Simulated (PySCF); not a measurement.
Assigning NMR signals

Atoms are numbered as in `[O:1]=[CH:2][c:3]1[cH:4][p:5][cH:6][c:7]([SiH3:8])[cH:9]1`. Each H is labelled by its parent atom.

PySCF 2.14.0 with density-fitted response routines calculation with geometry from GFN2-xTB and GIAO PBE0/pcSseg-1 shieldings; isolated molecule, single conformer, no relativistic terms, rapidly exchanging positions averaged.

References, each an isolated molecule treated in the same way: 13C and 1H vs TMS.

**Question.** Assign these signals to the numbered atoms. 13C{1H} NMR (computed): δ 198.4, 179.6, 172.3, 144.2, 140.8, 140.1.

**Answer.** 
```tsv
δ (ppm)	atoms	environment	reason
198.4	C2	aldehyde carbonyl carbon	low-lying n→π* states of the double bond to the heteroatom give a large paramagnetic term (-253 ppm)
179.6	C6	aromatic CH	–
172.3	C4	aromatic CH	–
144.2	C7	substituted aromatic carbon	–
140.8	C9	aromatic CH	–
140.1	C3	substituted aromatic carbon	–
```

C9 and C3 lie closer than the usual error of such a calculation, so a measured spectrum could show them in the other order.

**Question.** Assign these signals to the numbered atoms. 1H NMR (600 MHz, computed): δ 10.24 (m, 1H), 9.76 (m, 1H), 9.56 (m, 1H), 8.84 (m, 1H), 4.72 (s, 3H).

**Answer.** 
| δ (ppm) | atoms | environment | reason |
| --- | --- | --- | --- |
| 10.24 | H(C2) | hydrogen on an aldehyde carbonyl carbon | the C=O anisotropy and electron withdrawal place aldehyde protons far downfield |
| 9.76 | H(C6) | hydrogen on an aromatic CH | it sits in the deshielding region of the aromatic ring current |
| 9.56 | H(C4) | hydrogen on an aromatic CH | – |
| 8.84 | H(C9) | hydrogen on an aromatic CH | – |
| 4.72 | H(Si8) | hydrogen on a silicon bonded to C | – |

Splittings by 31P in the carbon and heteronuclear signals aren't shown, as no couplings were computed. Shifts are as computed. Against solution values, carbons near 30 ppm lie about +3 ppm off and those near 130 ppm about +5 ppm. Of 1211 compounds with measured shifts, 218 miss one by over three times the rms of a fit or turn the order of signals round; such compounds aren't used in these exercises. Multiplicities follow the n + 1 count of equivalent neighbours, as no J values were calculated; m marks all less simple cases, F and P coupling included.
